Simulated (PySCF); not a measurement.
(1E)-1-chloro-1-fluorobuta-1,3-diene (C4H4ClF), SMILES C(/C=C(\F)Cl)=C.

Geometry optimised at r2SCAN-D4/def2-SVP. The values are those of a single conformer.

Method: SMD-ωB97X/6-31G* in PySCF.

Solvation free energies are E(SMD) − E(gas) at the gas-phase geometry, for 1 M in both phases. In vacuum the dipole moment is 1.29 D.

Computed solvation free energies in water, ethylethanoate, tetrahydrofuran:
| solvent | ΔG(solv) (kcal/mol) | its non-electrostatic (CDS) part | dipole (D) |
|---|---|---|---|
| water | 1.3 | 4.3 | 1.77 |
| ethylethanoate | -2.8 | -0.6 | 1.66 |
| tetrahydrofuran | -2.6 | -0.3 | 1.69 |
